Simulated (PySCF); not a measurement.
A geometry optimisation, step by step.

Compound: C₅H₁₂N₂Si.
Numbering: `[CH2:1]=[N:2][C@@H:3]1[CH2:4][CH2:5][N:6]([SiH3:7])[CH2:8]1` (hydrogens: H9, H10 on C1; H11 on C3; H12, H13 on C4; H14, H15 on C5; H16, H17, H18 on Si7; H19, H20 on C8)

Method: PBE0-D3(BJ)/def2-SVP geometry optimisation, gas phase in PySCF 2.14.0; density fitting, grid level 1; the optimiser is geomeTRIC in internal coordinates, started from a GFN2-xTB structure with every atom displaced at random (about 0.01 Å). 4 of its 8 geometries are shown. The frame can shift and turn from step to step; on so coarse a grid that alone can change the energy by a few meV, and forces under 0.02 eV/Å are noise.

Step 0: E = -16216.1889 eV, largest atomic force 2.399 eV/Å
```
atom  x, y, z in Å  |  force x, y, z in eV/Å
C1      3.150   -0.219   -1.176   -1.573   1.007   1.506
N2      1.934   -0.553   -1.041    0.528  -0.151  -0.466
C3      1.114    0.007   -0.005    1.354   0.263   0.264
C4      0.543   -1.114    0.852   -2.150   0.299  -0.568
C5     -0.987   -1.069    0.512    0.605   0.588   0.875
N6     -1.214    0.327    0.189    1.237  -0.686  -0.019
Si7    -2.715    1.114    0.227   -0.241   0.274   0.143
C8     -0.074    0.729   -0.621   -1.119  -0.571   0.396
H9      3.635    0.547   -0.524    0.002  -0.231  -0.118
H10     3.704   -0.634   -1.970    1.041  -0.708  -1.209
H11     1.700    0.704    0.646   -0.147  -0.066  -0.218
H12     0.958   -2.078    0.612    0.478  -0.608  -0.117
H13     0.645   -0.904    1.903    0.298   0.126   0.717
H14    -1.215   -1.712   -0.329   -0.082  -0.592  -0.648
H15    -1.623   -1.374    1.356   -0.003  -0.098   0.042
H16    -2.410    2.558    0.265   -0.080   0.396   0.009
H17    -3.610    0.859   -0.922   -0.335  -0.050  -0.352
H18    -3.383    0.645    1.453   -0.328  -0.044   0.324
H19     0.013    1.800   -0.616    0.251   0.919  -0.095
H20    -0.216    0.384   -1.651    0.264  -0.068  -0.467
```

Step 2: E = -16216.3931 eV, largest atomic force 0.207 eV/Å
```
atom  x, y, z in Å  |  force x, y, z in eV/Å
C1      3.075   -0.057   -1.327   -0.019   0.022   0.174
N2      1.946   -0.569   -1.092   -0.080   0.020  -0.190
C3      1.151   -0.028   -0.017    0.021  -0.020  -0.017
C4      0.550   -1.142    0.864   -0.020  -0.011   0.021
C5     -0.950   -1.114    0.565    0.015  -0.029  -0.031
N6     -1.189    0.274    0.232   -0.019   0.002   0.010
Si7    -2.725    1.069    0.311   -0.046   0.024  -0.007
C8     -0.090    0.694   -0.604    0.052  -0.031  -0.007
H9      3.494    0.757   -0.700    0.077   0.039  -0.084
H10     3.687   -0.416   -2.170   -0.050  -0.027   0.079
H11     1.736    0.679    0.603    0.019   0.015  -0.003
H12     1.015   -2.112    0.637    0.005  -0.001   0.010
H13     0.724   -0.912    1.925    0.016  -0.006  -0.003
H14    -1.182   -1.793   -0.283    0.010   0.017   0.018
H15    -1.568   -1.433    1.420   -0.003   0.009   0.004
H16    -2.479    2.543    0.349    0.009  -0.001  -0.002
H17    -3.652    0.802   -0.843    0.003  -0.003   0.004
H18    -3.416    0.615    1.555    0.008  -0.008   0.002
H19     0.025    1.790   -0.608   -0.003  -0.014   0.015
H20    -0.199    0.362   -1.656    0.005   0.002   0.006
```

Step 5: E = -16216.4002 eV, largest atomic force 0.131 eV/Å
```
atom  x, y, z in Å  |  force x, y, z in eV/Å
C1      3.101   -0.107   -1.294    0.105   0.000  -0.054
N2      1.927   -0.537   -1.129   -0.130   0.015   0.002
C3      1.141    0.005   -0.047   -0.018  -0.051   0.019
C4      0.560   -1.118    0.841    0.009  -0.021   0.007
C5     -0.943   -1.104    0.557   -0.005  -0.006  -0.012
N6     -1.201    0.283    0.230    0.004  -0.009   0.000
Si7    -2.745    1.061    0.326    0.008  -0.004  -0.002
C8     -0.110    0.717   -0.613   -0.007   0.039  -0.015
H9      3.568    0.655   -0.637    0.006   0.016  -0.005
H10     3.708   -0.494   -2.126    0.008  -0.001   0.041
H11     1.733    0.711    0.568    0.013   0.009   0.005
H12     1.032   -2.084    0.609   -0.010   0.017   0.007
H13     0.749   -0.887    1.899   -0.003   0.002  -0.005
H14    -1.175   -1.783   -0.290    0.003   0.011   0.017
H15    -1.550   -1.429    1.418    0.007  -0.006  -0.002
H16    -2.513    2.537    0.363    0.001  -0.005   0.001
H17    -3.684    0.784   -0.815    0.003  -0.001   0.002
H18    -3.413    0.593    1.579    0.003   0.003  -0.002
H19    -0.008    1.814   -0.607   -0.001  -0.013  -0.004
H20    -0.226    0.393   -1.667    0.002   0.006  -0.001
```

Step 7: E = -16216.4008 eV, largest atomic force under 0.02 eV/Å
```
atom  x, y, z in Å  |  force x, y, z in eV/Å
C1      3.107   -0.128   -1.287   -0.014   0.011  -0.005
N2      1.919   -0.528   -1.140    0.008  -0.006   0.002
C3      1.138    0.014   -0.056    0.005  -0.001   0.002
C4      0.563   -1.110    0.834    0.002   0.000  -0.001
C5     -0.941   -1.100    0.554   -0.004   0.004   0.002
N6     -1.203    0.286    0.228    0.003  -0.007  -0.001
Si7    -2.750    1.059    0.331    0.004  -0.003   0.000
C8     -0.116    0.727   -0.616   -0.004   0.005   0.000
H9      3.583    0.623   -0.622    0.003  -0.006   0.003
H10     3.719   -0.527   -2.108    0.001  -0.003   0.001
H11     1.734    0.719    0.557    0.002   0.000  -0.003
H12     1.036   -2.074    0.601    0.000   0.000   0.002
H13     0.754   -0.878    1.891   -0.004   0.004   0.000
H14    -1.173   -1.779   -0.292   -0.001   0.000  -0.001
H15    -1.543   -1.428    1.416   -0.001  -0.002   0.000
H16    -2.521    2.535    0.368    0.000   0.001   0.000
H17    -3.692    0.779   -0.807    0.000   0.000   0.000
H18    -3.411    0.588    1.586   -0.001   0.002   0.001
H19    -0.017    1.824   -0.605    0.001   0.001   0.002
H20    -0.234    0.407   -1.671    0.001   0.002  -0.001
```

Question: Summarise the path.

Answer: The energy falls by 0.2120 eV from step 0 to step 7; nine tenths of that is first reached at step 1. It falls at every step. The largest force goes from 2.399 to under 0.02 eV/Å. Among the bonds C1–H10 changes most, from 1.054 to 1.099 Å; the atoms move by 0.042 Å rms after alignment.

Question: Follow the three bonds and two angles with the largest change from start to end.

Answer: 
| step | E above end (eV) | largest force (eV/Å) | C1–H10 (Å) | C4–C5 (Å) | N6–Si7 (Å) | N6–C8–H20 (°) | C1–N2–C3 (°) |
| --- | --- | --- | --- | --- | --- | --- | --- |
| 0 | 0.2120 | 2.399 | 1.054 | 1.568 | 1.696 | 109.6 | 121.5 |
| 1 | 0.0160 | 0.726 | 1.109 | 1.533 | 1.730 | 112.9 | 118.7 |
| 2 | 0.0078 | 0.207 | 1.101 | 1.530 | 1.731 | 112.8 | 118.7 |
| 3 | 0.0041 | 0.257 | 1.096 | 1.528 | 1.732 | 112.7 | 118.5 |
| 4 | 0.0017 | 0.078 | 1.098 | 1.529 | 1.732 | 112.8 | 118.4 |
| 5 | 0.0006 | 0.131 | 1.100 | 1.530 | 1.732 | 112.8 | 118.5 |
| 6 | 0.0001 | 0.049 | 1.100 | 1.529 | 1.732 | 112.8 | 118.6 |
| 7 | 0.0000 | under 0.02 | 1.099 | 1.529 | 1.732 | 112.8 | 118.6 |

The cost below is that of the whole optimisation. The run took 1.9 min of wall time on an Arm Neoverse V2 with one thread, no GPU, on a shared host, and the process peaked at 0.85 GiB of memory.
